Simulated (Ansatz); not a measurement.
Compare A (`C[C@@H]1CCCC[C@H]1C`) with its isomer B (`C=C(C)CC(C)(C)C`).

Isolated molecules relaxed with PBE0-D4/def2-TZVP in Ansatz; ΔE leaves out vibrations. CBS: MP2 limit from def2 TZ/QZ plus the TZ coupled-cluster correction, frozen cores. Functionals use def2-TZVPP. B3LYP here is the variant with VWN-RPA as its local correlation; programs differ in this. One conformer a species, not always the lowest.

Q: Which isomer does CCSD(T)/CBS put lower? Give the gap. (Best estimate.)

A: Computed: A, by 68.0 kJ/mol.

Q: Give E(B) − E(A) in kJ/mol with B2PLYP, HF/def2-TZVPP, PBE-D4, B3LYP-D4, r2SCAN-D4, CCSD/def2-TZVPP, PBE0-D4. (An estimate is asked.)

A: The calculation gave: B2PLYP 60.8, HF/def2-TZVPP 61.7, PBE-D4 69.4, B3LYP-D4 59.0, r2SCAN-D4 68.1, CCSD/def2-TZVPP 71.5, PBE0-D4 82.5. None reverses the order clearly.

Largest T1 diagnostic: 0.009.

The D4 term adds +4.5 kJ/mol with B3LYP and +2.2 kJ/mol with PBE0; it sums over pairs of atoms, weighted by their polarisabilities, and B3LYP, whose exchange is more repulsive, gets the larger term. From PBE to PBE0 (25 % exact exchange), in def2-TZVPP and without D4, E(B) − E(A) moves by +13.7 kJ/mol.
